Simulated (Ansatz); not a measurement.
The same group exchange along the group F, Cl, Br.

Gas-phase electronic energies from Ansatz, PBE0-D4/def2-TZVP geometries. CBS: MP2 limit from def2 TZ/QZ plus the TZ coupled-cluster correction, frozen cores. This one scheme is used for every species. Functionals use def2-TZVPP. For Br, Se outer-core shells are correlated without core-valence functions, which leaves a few kJ/mol of doubt a bond. Scalar relativity is left out up to krypton. One conformer a species, not always the lowest.

```tsv
reaction	MP2/CBS(def2) (kcal/mol)	ωB97M-V (kcal/mol)	CCSD(T)/CBS(def2) (kcal/mol)
`F[SiH2][SeH]` + `[SiH3]C=S` → `S=C[SiH2][SeH]` + `F[SiH3]`	0.0	1.3	0.7
`Cl[SiH2][SeH]` + `[SiH3]C=S` → `S=C[SiH2][SeH]` + `[SiH3]Cl`	-1.5	-1.0	-1.2
`[SeH][SiH2]Br` + `[SiH3]C=S` → `S=C[SiH2][SeH]` + `[SiH3]Br`	-0.3	0.0	-0.1
```

Largest T1 diagnostic: 0.015, for `[SiH3]C=S`.
